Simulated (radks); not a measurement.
Results of a calculation; reference values are marked as such.
How relativity changes the ionisation of the carbon ion C2+ ([He] 2s2) to C3+ ([He] 2s1). Spin-unpolarised spherical Kohn-Sham, PBE, point nucleus unless stated (finite: rms radius 2.4702 fm), a radial shooting solver on a logarithmic mesh with Libxc functionals. A level marked "c x" has the speed of light scaled by that factor.

[
 {"level": "non-rel.", "E(C2+) (hartree)": "-36.46109", "E(C3+) (hartree)": "-34.69078", "IE (eV)": "48.172", "HOMO": "2s", "<r> HOMO (bohr)": "1.362"},
 {"level": "scalar-rel.", "E(C2+) (hartree)": "-36.47795", "E(C3+) (hartree)": "-34.70686", "IE (eV)": "48.194", "HOMO": "2s", "<r> HOMO (bohr)": "1.361"},
 {"level": "scalar-rel., finite nucleus", "E(C2+) (hartree)": "-36.47795", "E(C3+) (hartree)": "-34.70685", "IE (eV)": "48.194", "HOMO": "2s", "<r> HOMO (bohr)": "1.361"},
 {"level": "Dirac", "E(C2+) (hartree)": "-36.47795", "E(C3+) (hartree)": "-34.70686", "IE (eV)": "48.194", "HOMO": "2s1/2", "<r> HOMO (bohr)": "1.361"},
 {"level": "Dirac, finite nucleus", "E(C2+) (hartree)": "-36.47795", "E(C3+) (hartree)": "-34.70685", "IE (eV)": "48.194", "HOMO": "2s1/2", "<r> HOMO (bohr)": "1.361"},
 {"level": "Dirac, c x 2", "E(C2+) (hartree)": "-36.46530", "E(C3+) (hartree)": "-34.69480", "IE (eV)": "48.178", "HOMO": "2s1/2", "<r> HOMO (bohr)": "1.362"},
 {"level": "Dirac, c x 3", "E(C2+) (hartree)": "-36.46296", "E(C3+) (hartree)": "-34.69257", "IE (eV)": "48.175", "HOMO": "2s1/2", "<r> HOMO (bohr)": "1.362"},
 {"level": "Dirac, c x 100", "E(C2+) (hartree)": "-36.46109", "E(C3+) (hartree)": "-34.69078", "IE (eV)": "48.172", "HOMO": "2s1/2", "<r> HOMO (bohr)": "1.362"}
]

NIST Atomic Spectra Database: 47.888 eV (measured). The relativistic part of the total energy of C2+ is -0.01686 hartree (Dirac, finite nucleus), 0.046 % of the non-relativistic value. Spin polarisation and multiplet splitting of open shells are left out at every level.

Beside tabulated values, note that spin-unpolarised runs miss the spin-polarisation part of the exchange energy of open shells.
